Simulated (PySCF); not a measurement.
Geometries of 2 isomers of C6H3F3, from PBE0-D3(BJ)/def2-SVP geometry optimisation, gas phase in PySCF 2.14.0. One conformer each, no zero-point energy, no frequencies.

Task: Which is lower in electronic energy at this level?
A.
```xyz
12
angstrom
C     -3.148    0.110   -0.378
C     -2.025   -0.498   -0.125
C     -0.893   -1.124    0.139
C      0.372   -0.478    0.174
C      1.466    0.043    0.213
C      2.779    0.690    0.267
F      2.857    1.547    1.287
F      3.752   -0.209    0.420
F      3.029    1.373   -0.850
H     -3.746    0.552    0.427
H     -3.526    0.201   -1.403
H     -0.914   -2.202    0.346
```
B.
```xyz
12
angstrom
F     -0.755    2.556   -0.362
C     -0.416    1.287   -0.184
C     -1.376    0.333    0.127
C     -0.985   -0.992    0.309
C      0.352   -1.364    0.183
C      1.298   -0.396   -0.129
F      2.578   -0.717   -0.256
C      0.927    0.935   -0.316
F      1.835    1.850   -0.615
H     -2.417    0.648    0.222
H     -1.735   -1.747    0.553
H      0.682   -2.394    0.321
```

Result: B. That is `Fc1cccc(F)c1F`, 70.9 kcal/mol below the other.

```tsv
SMILES	atoms numbered as above	E (Eh)	relative (kcal/mol)	relative (kJ/mol)	dipole (D)
Fc1cccc(F)c1F	[F:1][c:2]1[cH:3][cH:4][cH:5][c:6]([F:7])[c:8]1[F:9]	-529.01010	0.0	0.0	2.60
C=C=CC#CC(F)(F)F	[CH2:1]=[C:2]=[CH:3][C:4]#[C:5][C:6]([F:7])([F:8])[F:9]	-528.89711	70.9	296.7	3.62
```

As drawn, the lower has an aromatic ring, which the higher lacks; the higher has a C≡C bond, cumulated double bonds and two fluorines on one carbon, which the lower lacks.
